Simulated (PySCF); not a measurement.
# Polarisability and C₆ of Br (bromine, neutral)

[Ar] 3d10 4s2 4p5, 2P determinant. All numbers are calculated (PySCF 2.14, scalar relativity by spin-free X2C-1e, in aug-cc-pVQZ-DK (8s7p5d3f2g, 93 functions)). Coupled (time-dependent) response in atomic units; α is the mean over directions.

| method | mean α (bohr³) | α xx, yy, zz | C₆ (like pair) | S(−4) |
| --- | --- | --- | --- | --- |
| LC-wPBE | 20.63 | 18.84, 21.53, 21.53 | 164.8 | 96.50 |

S(−4) is the Cauchy moment in α(ω) = α(0) + S(−4) ω² + …

Reference α: 21 ± 1 bohr³ (recommended; Schwerdtfeger and Nagle, table of static dipole polarizabilities (2023 update)). Published C₆: 162.0 (Chu and Dalgarno (2004); Tang, Norbeck and Certain (1976)).

Spin-orbit coupling is absent.

α(iu) at LC-wPBE:

| u (hartree) | α(iu) (bohr³) |
| --- | --- |
| 0 | 20.63 |
| 0.0500 | 20.40 |
| 0.100 | 19.72 |
| 0.200 | 17.53 |
| 0.300 | 14.95 |
| 0.500 | 10.49 |
| 0.750 | 6.883 |
| 1.00 | 4.757 |
| 1.50 | 2.621 |
| 2.00 | 1.661 |
| 3.00 | 0.8561 |
| 5.00 | 0.3670 |

A single London oscillator, α(iu) = α/(1 + u²/ω²), gives C₆ = (3/4) ω α². Matching the computed C₆ needs ω = 4 × 164.8 / (3 × 20.63²) = 0.516 hartree.

The components differ because the open shell of this determinant is not spherical; for a pure term their mean is the scalar polarisability.
